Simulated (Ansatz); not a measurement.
Zn₃O₃H₁₂, a cluster cut from zinc blende ZnO (hydrogen-capped), relaxed as a singlet with RKS r2SCAN-D4/def2-SVP in Ansatz, starting from the force-field or lattice model geometry. Force threshold 0.02 eV/Å.

Start:

```xyz
18

O     1.066    0.081    1.590
O    -0.722   -1.728   -0.438
O     0.615    1.046   -1.487
Zn    0.819    1.658    0.413
Zn   -0.965   -0.137   -1.602
Zn   -0.524   -1.111    1.458
H     2.075    2.571    0.521
H    -0.436    2.442    0.857
H    -1.083   -0.608   -3.082
H    -2.227    0.642   -1.188
H    -0.355   -2.333    2.328
H    -1.813   -0.323    1.868
H     1.891   -0.415    1.302
H     1.182    0.366    2.499
H     0.078   -2.212   -0.725
H    -1.518   -2.310   -0.515
H     1.408    0.557   -1.748
H     0.508    1.816   -2.050
```

```
step   energy (eV)  largest force component (eV/Å)  SCF passes
   1  -151560.4209                           3.421          17
   2  -151562.5456                           2.609          23
   3  -151563.8515                           1.166          23
   4  -151564.2533                           0.344          17
   5  -151564.3986                           0.191          17
   6  -151564.5178                           0.501          16
   7  -151564.6128                           0.550          17
   8  -151564.6580                           0.413          16
   9  -151564.7402                           0.035          17
  10  -151564.7527                           0.033          17
  11  -151564.7556                           0.020          18
```

Force components are those of the run's own axes.

End:

```xyz
18

O     0.8172    0.2957    1.8552
O    -1.1438   -1.6585   -0.3625
O     0.3285    1.3619   -1.4968
Zn    1.4121    2.0334    0.4441
Zn   -0.9932   -0.3681   -2.2870
Zn   -0.4027   -1.6792    1.8333
H     2.8336    1.4983    0.0677
H     0.3094    3.0349    0.9298
H     0.1469   -1.1869   -2.9775
H    -2.3675    0.3643   -2.1143
H     0.8114   -2.6435    1.6270
H    -1.7041   -1.0846    2.4702
H     1.6797   -0.0115    2.1820
H     0.4000    0.7718    2.5930
H    -0.8527   -2.5270   -0.6865
H    -2.1069   -1.7194   -0.2486
H     1.0554    1.3794   -2.1416
H    -0.2233    2.1389   -1.6876
```

By distances, no bond broke or formed. The bond that changes most is O3–Zn5, from 1.98 to 2.32 Å (atoms count from 1). The end is the same structure that another start reached.

No frequencies were taken in this run, so the end may be a saddle point.

Run time 91 s (4 threads of Arm Neoverse N1 on a shared host).
